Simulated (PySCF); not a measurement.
# [Au3]− at several levels of theory

Computed with PySCF 2.14.0 (density fitting, no spin-orbit coupling) at the geometry relaxed with PBE0:

```xyz
3
[Au3]− (triplet)
Au    1.5944    0.0000    0.0000
Au   -0.7972    1.3808    0.0000
Au   -0.7972   -1.3808    0.0000
```

```
level                    basis    state  HOMO (eV)  gap (eV)  charge on Au1 (e)  dipole about the centre of mass (D)  largest force component (eV/Å)
 PBE0   Au def2-SVP with ECP60  triplet      -0.75      2.10              -0.33                                 0.00                            0.00
B3LYP                 the same  triplet      -0.63      1.59              -0.33                                 0.00                            0.34
 PBE0  Au def2-TZVP with ECP60  triplet      -0.82      2.10              -0.33                                 0.00                            0.19
 PBE0            Au x2c-SVPall  triplet      -0.74      2.12              -0.33                                 0.00                            0.21
```

HOMO and gap are taken over both spins. Charges are Mulliken's, which hang on the basis. The relaxation used the grid (50, 194), these runs (75, 302) or, all-electron (x2c bases, spin-free X2C Hamiltonian), (99, 590).

A further run in the first row's basis gives HOMO (eV) -0.48, gap (eV) 1.17, charge on Au1 (e) -0.33, dipole about the centre of mass (D) 0.00, largest force component (eV/Å) 0.29. Which level was it?
A. M06-L
B. wB97X
C. r2SCAN

C. The others give HOMO -2.22 eV (wB97X); 0.08 eV (M06-L).

Open shells may have lower solutions than the one found.

The highest filled level of some runs lies above zero, as often for anions with such functionals and bases.
